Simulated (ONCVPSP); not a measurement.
Reading a pseudo-wave (Sc)

Columns: radius, all-electron u(r) and pseudo u(r) of the 3d shell (level -17.85 eV) of scandium in the configuration [Ne] 3s2 3p6 3d1; PBEsol, scalar-relativistic, ONCV scheme, ONCVPSP 4.0.1.

```
r (bohr)  all-electron  pseudo
   0.132        0.0499  0.0042
   0.265        0.2033  0.0320
   0.398        0.3808  0.0999
   0.530        0.5323  0.2109
   0.663        0.6461  0.3572
   0.795        0.7199  0.5170
   0.928        0.7599  0.6683
   1.060        0.7731  0.7869
   1.193        0.7671  0.8605
   1.325        0.7477  0.8838
   1.458        0.7190  0.8632
   1.590        0.6848  0.8113
   1.723        0.6466  0.7420
   1.855        0.6069  0.6693
   1.988        0.5664  0.6010
   2.120        0.5266  0.5424
   2.252        0.4877  0.4932
   2.385        0.4501  0.4512
   2.518        0.4142  0.4143
   2.650        0.3805  0.3805
   2.782        0.3488  0.3487
   2.915        0.3188  0.3188
   3.048        0.2908  0.2907
   3.180        0.2649  0.2649
   3.312        0.2409  0.2409
   3.445        0.2185  0.2185
```

Question: How many radial nodes do the two functions have?

Answer: The all-electron 3d function has n − l − 1 = 0; the pseudo-wave has 0.

Question: At about which radius was the pseudo-wave matched?

Answer: 2.65 bohr, where the columns begin to agree (steps of 0.13 bohr).

Question: Is the pseudo-wave norm-conserving?

Answer: Yes: the ONCV scheme keeps the norm inside the radius equal to the all-electron one, which fixes the energy derivative of the logarithmic derivative at the level.
